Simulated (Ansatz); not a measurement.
System: N₂ (charge 0, quintet). The spin state was set by rule; other spins were not relaxed. SMILES: N#N
Geometry: optimised at B3LYP-D3(BJ)/def2-TZVP (Ansatz, a program for electronic structure).

Parts of the frozen-core correlation energy in cc-pVDZ (Ansatz, hartree). Frozen orbitals: 2; correlated occupied orbitals by spin: 7 and 3; virtual: 19 and 23. UHF or UKS for open shells. Spin-orbit coupling is left out. Non-relativistic.

| term | value |
|---|---|
| reference (HF) | -108.72389 |
| MP2 opposite-spin | -0.13888 |
| MP2 same-spin | ? |
| CCSD correlation | ? |
| (T) | ? |
| CCSDT minus CCSD(T) | -0.00147 |
| CCSDT(Q) minus CCSD(T) | -0.00196 |
| T1 diagnostic | 0.014 |
| largest doubles amplitude | 0.120 |
| <S^2> of the reference | 6.031 |

**Question.** Complete the blanks.

**Answer.** 
- MP2 same-spin, value: -0.04865
- CCSD correlation, value: -0.22429
- (T), value: -0.00558
